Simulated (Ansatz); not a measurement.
Two isomers of H7OPSi2: A = `OP[SiH2][SiH3]`, B = `O[SiH2]P[SiH3]`.

Calculated with Ansatz (gas phase, PBE0-D4/def2-TZVP geometries, no zero-point term in ΔE). CCSD(T)/CBS is the MP2 limit (def2-TZVPP, def2-QZVPP) plus CCSD(T) − MP2 in def2-TZVPP, frozen cores. DFT in def2-TZVPP. B3LYP here is the variant with VWN-RPA as its local correlation; programs differ in this. One conformer a species, not always the lowest.

**Question.** Which isomer does CCSD(T)/CBS put lower? Give the gap. (An estimate is asked.)

**Answer.** Computed: B, by 142.2 kJ/mol.

**Question.** Give E(B) − E(A) in kJ/mol with CCSD/def2-TZVPP, r2SCAN-D4, B3LYP-D4, HF/def2-TZVPP, PBE-D4, PBE0-D4, ωB97M-V. (Estimate.)

**Answer.** Computed: CCSD/def2-TZVPP -141.5, r2SCAN-D4 -139.9, B3LYP-D4 -134.5, HF/def2-TZVPP -141.3, PBE-D4 -126.7, PBE0-D4 -133.7, ωB97M-V -140.6. None reverses the order clearly.

Largest T1 diagnostic: 0.014.

The D4 term adds −3.9 kJ/mol with B3LYP and −2.0 kJ/mol with PBE0; it sums over pairs of atoms, weighted by their polarisabilities, and B3LYP, whose exchange is more repulsive, gets the larger term. From PBE to PBE0 (25 % exact exchange), in def2-TZVPP and without D4, E(B) − E(A) moves by −7.4 kJ/mol.
